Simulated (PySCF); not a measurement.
## As+ (arsenic, charge +1): LDA calculation

Configuration: [Ar] 3d10 4s2 4p1 5s1, high-spin 3P determinant (an excited configuration). Computed with PySCF 2.14 in x2c-TZVPPall with one added diffuse shell each of s, p, d type (7s6p5d1f, 57 functions), with scalar relativity by spin-free X2C-1e.

- Total energy: -2256.545 hartree
- One-electron energy: -3126.455 hartree
- Hartree (Coulomb) energy: 950.279 hartree
- Exchange-correlation energy: -80.368 hartree
- ⟨S²⟩: 2.0007
- ⟨L²⟩: 2.047
- Sum of ⟨r⟩: 23.73 bohr
- Sum of ⟨r²⟩: 46.96 bohr²
- Traceless quadrupole moment −½Σ⟨3z² − r²⟩ along its main axis: -0.508 e·bohr²
- Langevin diamagnetic susceptibility: -37.2 ×10⁻⁶ cm³/mol

```tsv
shell	electrons	mean orbital energy (eV)	spread (eV)	rms radius, mean of both spins (bohr)
1s α	1	-11702.0	0	0.0525
1s β	1	-11701.9	0	0.0525
2s α	1	-1499.6	0	0.220
2s β	1	-1499.6	0	0.220
2p α	3	-1318.8	0.151	0.196
2p β	3	-1318.7	0.221	0.196
3s α	1	-204.58	0	0.643
3s β	1	-204.49	0	0.643
3p α	3	-148.59	0.471	0.669
3p β	3	-148.48	0.592	0.669
3d α	5	-56.121	0.454	0.759
3d β	5	-55.962	0.616	0.759
4s α	1	-27.992	0	1.94
4s β	1	-27.027	0	1.94
4p α	1	-17.250	0	2.37
5s α	1	-7.146	0	4.92
```

The outer electron is Rydberg-like, and this basis confines it to a smaller radius and binds it less than a complete one would.

Densities and radii are taken from the X2C orbitals without a picture-change correction, which distorts them close to the nucleus.
